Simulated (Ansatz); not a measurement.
Species: sum formula H8Si3NO, charge -1, multiplicity 1. It need not be the lowest isomer of its formula. Whether it binds its extra electron was not tested at this geometry. 
Coordinates optimised at B3LYP-D3(BJ)/def2-TZVP (Ansatz, a program for electronic structure):
```
N
H 1 1.0112
Si 1 1.6979 2 116.38
H 3 1.4893 1 113.58 2 -135.00
H 3 1.4976 4 104.86 1 127.75
H 3 1.4988 4 106.88 5 110.87
Si 1 1.8379 2 119.24 3 175.37
O 7 1.7717 1 99.70 2 73.27
Si 8 1.6070 7 132.34 1 -13.96
H 9 1.4927 8 114.71 7 72.40
H 9 1.4966 10 105.52 8 -120.85
H 9 1.4967 10 105.87 11 -111.79
H 7 1.5521 8 95.81 9 81.48
```
Charge -1, spin multiplicity 1.

Total electronic energies in hartree. Correlated levels leave the core frozen unless marked. Spin-orbit coupling is left out. Non-relativistic. CBS marks a two-point X^-3 extrapolation of the correlation energy; Hartree-Fock from the larger set. [CCSD(T)-MP2]/basis is that difference in the basis named.

| level | program | energy (Eh) |
|---|---|---|
| HF/6-31G* | Ansatz | -1000.80824 |
| HF/aug-cc-pV(D+d)Z | Ansatz | -1000.90743 |
| HF/cc-pV(D+d)Z | Ansatz | -1000.88678 |
| HF/aug-cc-pV(T+d)Z | Ansatz | -1000.99064 |
| HF/cc-pwCVTZ | Ansatz | -1000.98827 |
| revPBE/def2-TZVPD | Ansatz | ? |
| r2SCAN-D3(BJ)/def2-TZVPD | Ansatz + dftd3 | -1003.33551 |
| B3LYP-D4/def2-TZVPD | Ansatz + dftd4 | ? |
| PBE0/6-31G* | Ansatz | ? |
| PBE0-D3(BJ)/def2-TZVP | Ansatz + dftd3 | -1002.96873 |
| PBE0/def2-QZVPP | Ansatz | -1002.99957 |
| BHLYP-D4/def2-TZVPD | Ansatz + dftd4 | -1003.43419 |
| r2SCAN0-D4/def2-TZVPD | Ansatz + dftd4 | -1003.30681 |
| HSE06/def2-TZVPD | Ansatz | -1002.93421 |
| CAM-B3LYP/def2-TZVPD | Ansatz | -1003.45706 |
| B2GP-PLYP/def2-TZVPD | Ansatz | -1002.87287 |
| B2PLYP-D4/def2-TZVPD | Ansatz + dftd4 | -1003.03200 |
| MP2/6-31G* | Ansatz | -1001.39630 |
| MP2/aug-cc-pV(D+d)Z | Ansatz | -1001.62300 |
| RI-MP2/cc-pV(T+d)Z | Ansatz | -1001.82286 |
| SCS-MP2/cc-pV(T+d)Z | Ansatz | -1001.83619 |
| CCSD(T)/aug-cc-pV(D+d)Z | Ansatz | -1001.71654 |
| RI-MP2/CBS(aug-cc-pV(T+d)Z,aug-cc-pV(Q+d)Z)+[CCSD(T)-MP2]/aug-cc-pV(T+d)Z | Ansatz | -1002.0531 |

### Question
What belongs in the gaps?

### Answer

- revPBE/def2-TZVPD, energy (Eh): -1003.24483
- B3LYP-D4/def2-TZVPD, energy (Eh): -1003.58104
- PBE0/6-31G*, energy (Eh): -1002.79431
